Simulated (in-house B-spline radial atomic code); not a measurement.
Values are calculated unless marked as measured or tabulated.
Making a Troullier-Martins d channel for Ga, r_c = 2.23 bohr

Ga, [Ar] 3d10 4s2 4p1, non-relativistic LDA (VWN5), spherical and spin-unpolarised, from a B-spline radial code for spherical atoms (atomic units). The all-electron 3d level is ε = -0.736204 hartree and its outer maximum at 0.53 bohr.

Inside r_c the pseudo-orbital is u(r) = r^3 exp(p(r)), with p = c0 + c2 r² + c4 r⁴ + … + c12 r¹². The seven coefficients follow from p and its first four derivatives at r_c, from zero curvature of the screened potential at the origin, c4 = −c2²/(2l + 5), and from the norm inside r_c. At r_c the all-electron orbital has P = 0.1769151, P' = -0.218031, the screened potential V = -0.5796619, V' = 0.5505799, V'' = -0.7942936, and the norm inside is Q = 0.9872859.

Question: What are p, p' and p'' at r_c?

Answer: p = ln(P/r_c^3) = ln(0.1769151/11.0896) = -4.13809. p' = P'/P − 3/r_c = -1.23240 − 1.34529 = -2.57770. The radial equation gives p'' = 2(V − ε) − 2(3) p'/r_c − p'² = 0.31308 − (-6.93550) − 6.64452 = 0.60407. Differentiating, p''' = 2V' + 2(3)p'/r_c² − 2(3)p''/r_c − 2p'p'' = -0.52001, and p'''' = 2V'' − 4(3)p'/r_c³ + 4(3)p''/r_c² − 2(3)p'''/r_c − 2p''² − 2p'p''' = 0.64688.

For a trial c2 the five matching conditions are linear in c0, c6, c8, c10 and c12, and c2 is varied until the norm inside r_c equals Q. The root nearest zero gives:

```tsv
n	c_n
0	2.096244
2	-1.859439
4	-0.3841682
6	0.3217429
8	-0.07731444
10	0.008406504
12	-0.0003529748
```

Question: Check c4 and p(r_c), and find the screened pseudopotential at the origin.

Answer: −c2²/9 = -0.384168, as listed. The terms c_n r_c^n are 2.09624, -9.24680, -9.50038, 39.56746, -47.28240, 25.56608, -5.33829, which sum to -4.13809. Inverting the radial equation, V_l(r) = ε + 3 p'/r + (p'' + p'²)/2, so V_l(0) = ε + (2l + 3) c2 = -0.736204 + 7 × (-1.85944) = -13.7523 hartree, finite where the all-electron potential diverges.

Orbitals and screened potentials:

| r (bohr) | P | u | V all-electron | V pseudo |
| --- | --- | --- | --- | --- |
| 0.223 | 0.5956 | 0.08218 | -69.14 | -13.71 |
| 0.558 | 1.097 | 0.7702 | -13.0 | -12.47 |
| 0.892 | 0.8707 | 1.179 | -4.51 | -7.956 |
| 1.227 | 0.6015 | 0.8199 | -2.166 | -2.315 |
| 1.561 | 0.4026 | 0.4484 | -1.256 | 0.1364 |
| 1.896 | 0.267 | 0.269 | -0.82 | -0.266 |
| 2.23 | 0.1769 | 0.1769 | -0.5797 | -0.5797 |

Logarithmic derivatives P'/P at R = 2.53 bohr, for energies E around ε:

| E − ε (hartree) | all-electron | pseudo |
| --- | --- | --- |
| -0.5 | 1.54882 | 1.60988 |
| -0.25 | 1.30954 | 1.37881 |
| -0.1 | 0.981628 | 1.04548 |
| 0 | -1.2315 | -1.2315 |
| 0.1 | 1.87382 | 2.04357 |
| 0.25 | 1.36319 | 1.51153 |
| 0.5 | 1.04815 | 1.22327 |
